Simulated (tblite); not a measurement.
Compound: C7H8O2P (charge -1).
SMILES with atom numbers: `[CH:1]#[C:2][P@@:3](=[O:4])([O-:5])[C:6]1=[CH:7][CH2:8][CH2:9][CH2:10]1` (hydrogens: H11 on C1; H12 on C7; H13, H14 on C8; H15, H16 on C9; H17, H18 on C10)
Bond orders are those of one Lewis drawing.

Computed with GFN2-xTB (tblite), gas phase: L-BFGS steps from a force-field or distance-geometry start until the largest atomic force falls under 0.01 eV/Å.

Step 92: E = -815.0890 eV
```
atom  x, y, z in Å  |  force x, y, z in eV/Å
C1      3.3615    0.7586   -0.6452   -0.024  -0.010   0.006
C2      2.5722    0.7223    0.2593    0.017   0.008   0.001
P3      1.4458    0.7075    1.6852   -0.002   0.004  -0.013
O4      1.9600   -0.2375    2.7104   -0.014   0.003  -0.015
O5      1.1261    2.1104    2.0698    0.019  -0.011   0.013
C6      0.0256    0.0069    0.7696   -0.005   0.010   0.010
C7     -0.5663   -1.1574    0.9762    0.046  -0.020  -0.014
C8     -1.7655   -1.3630    0.0921    0.025  -0.033   0.024
C9     -1.7041   -0.1717   -0.8825   -0.013  -0.042   0.005
C10    -0.6776    0.8066   -0.2831   -0.029  -0.021   0.001
H11     4.0385    0.7758   -1.4521    0.021   0.010  -0.006
H12    -0.2425   -1.8980    1.6872   -0.034   0.013   0.020
H13    -2.6860   -1.3553    0.6870    0.003   0.014  -0.006
H14    -1.7246   -2.3220   -0.4329   -0.017  -0.018   0.004
H15    -2.6844    0.2892   -1.0156    0.014   0.018  -0.020
H16    -1.3595   -0.5178   -1.8591   -0.010   0.021  -0.020
H17     0.0282    1.1813   -1.0265    0.001   0.019   0.005
H18    -1.1561    1.6702    0.1830    0.001   0.036   0.005
```

Step 93: E = -815.0894 eV
```
atom  x, y, z in Å  |  force x, y, z in eV/Å
C1      3.3682    0.7730   -0.6450   -0.037  -0.012   0.019
C2      2.5722    0.7305    0.2538    0.033   0.015  -0.021
P3      1.4478    0.7026    1.6809    0.001   0.013   0.000
O4      1.9712   -0.2461    2.6980   -0.017   0.000  -0.008
O5      1.1214    2.1013    2.0767    0.024  -0.029  -0.001
C6      0.0272    0.0014    0.7666   -0.018   0.005   0.027
C7     -0.5724   -1.1579    0.9800    0.054  -0.020  -0.026
C8     -1.7734   -1.3608    0.0978    0.016  -0.015   0.005
C9     -1.7022   -0.1761   -0.8844   -0.012  -0.020  -0.003
C10    -0.6749    0.8023   -0.2858   -0.026  -0.018   0.000
H11     4.0493    0.7949   -1.4488    0.014   0.011   0.002
H12    -0.2533   -1.8988    1.6923   -0.023   0.011   0.030
H13    -2.6939   -1.3411    0.6925    0.006   0.015  -0.005
H14    -1.7419   -2.3235   -0.4217   -0.010  -0.012   0.010
H15    -2.6789    0.2901   -1.0255    0.008   0.007  -0.020
H16    -1.3538   -0.5287   -1.8576   -0.011   0.016  -0.008
H17     0.0323    1.1769   -1.0287   -0.016   0.016   0.010
H18    -1.1536    1.6661    0.1816    0.015   0.016  -0.009
```

Problem. Estimate the geometry and energy of step 94. (The exact step hangs on the optimiser's Hessian estimate; all steps are aligned on step 93, rigid shifts and turns removed.)

Solution. E = -815.0898 eV, largest force 0.068 eV/Å
```
atom  x, y, z in Å  |  force x, y, z in eV/Å
C1      3.3763    0.7692   -0.6425    0.002  -0.011  -0.022
C2      2.5731    0.7334    0.2493   -0.007   0.015   0.011
P3      1.4483    0.7047    1.6751    0.003  -0.004   0.006
O4      1.9749   -0.2451    2.6890   -0.010  -0.018   0.014
O5      1.1216    2.1016    2.0750    0.016   0.000  -0.001
C6      0.0267    0.0025    0.7640   -0.005   0.040   0.027
C7     -0.5698   -1.1576    0.9772    0.021  -0.062  -0.019
C8     -1.7735   -1.3612    0.0992    0.002  -0.002  -0.016
C9     -1.7027   -0.1789   -0.8851   -0.005   0.014  -0.015
C10    -0.6827    0.8043   -0.2824   -0.012  -0.001  -0.003
H11     4.0636    0.7858   -1.4407    0.019   0.013  -0.007
H12    -0.2511   -1.8990    1.6884   -0.003   0.001   0.039
H13    -2.6924   -1.3363    0.6956    0.000   0.011   0.007
H14    -1.7475   -2.3245   -0.4189   -0.003  -0.018   0.013
H15    -2.6787    0.2857   -1.0336   -0.009  -0.001  -0.014
H16    -1.3481   -0.5303   -1.8564   -0.002   0.006  -0.006
H17     0.0211    1.1904   -1.0226   -0.023   0.013   0.004
H18    -1.1677    1.6613    0.1921    0.017   0.003  -0.017
```

The energy changes by -0.0003 eV. The first-order estimate −F·Δx gives -0.0006 eV and the mean of the old and new forces, exact on a quadratic surface, -0.0003 eV. The step makes an angle of 83° with the force vector and moves no atom by more than 0.019 Å.

What follows is the cost of the whole relaxation. On an Arm Neoverse V1 with one thread, shared host with 32 logical CPUs at a one-minute load of 5.9, this took 1.0 s.
